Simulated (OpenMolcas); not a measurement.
An OpenMolcas run meant for Hf (ANO-RCC-VDZ, DKH3; inactive shells 1s 2s 2p 3s 3p 3d 4s 4p 4d 4f 5s 5p; intended active space 4 electrons in 6 orbitals (5d 6s)). One step of its input:

```
&CASPT2
Multistate=15 1 2 3 4 5 6 7 8 9 10 11 12 13 14 15
Frozen=14 16
IPEA=1.5
Imaginary=0.1
MaxIter=60
WThr=0.0 0.3 0.05
PrWF=0.5
NoMix
```

The run finished. Its levels beside those of a sound run (MS-CASPT2, IPEA 0.25 Eh, imaginary shift 0.1 Eh (closed shells correlated: 5s 5p)), in cm⁻¹ above each run's lowest level:

| Level | This run | Usual run |
| --- | --- | --- |
| 5d² 6s² ³F₂ | 0.0 | 0.0 |
| 5d² 6s² ³F₃ | 2268 | 2344 |
| 5d² 6s² ³P₀ | 4797 | 3964 |
| 5d² 6s² ³F₄ | 4370 | 4472 |
| 5d² 6s² ³P₁ | 5732 | 4973 |
| 5d² 6s² ¹G₄ | 11057 | 11610 |
| 5d³ 6s ⁵F₁ | 13384 | 14050 |
| 5d³ 6s ⁵F₂ | 14028 | 14707 |
| 5d³ 6s ⁵F₃ | 14951 | 15648 |
| 5d³ 6s ⁵F₄ | 16079 | 16784 |
| 5d³ 6s ⁵F₅ | 17309 | 18000 |
| 5d² 6s² ¹S₀ | 24758 | 21975 |
| 5d³ 6s ⁵P₁ | 22038 | 22165 |
| 5d³ 6s ⁵P₂ | 22415 | 22437 |

Problem. Which setting is unsound, and how much does it matter here?

Solution. The IPEA shift is far above its usual 0.25 hartree. Against the sound run the excited levels shown move by 670 cm-1 on average and by 2800 cm-1 at most.

Term energies are means over components that CASPT2 splits; among the terms shown or strongly mixed into the levels shown the widest spread is 1100 cm-1 (5d² 6s² ¹G, this run). Over all roots computed the reference weight is 0.87 to 0.96 in the sound run; the roots of lowest weight are the least certain, and an intruder state may touch them. A single d shell beside an s shell can misplace configurations of different d count against each other. Some terms miss by over 15 % even with CASPT2, which points to a basis or an active space too small for the shells correlated. Levels of configurations outside the active space are missing.
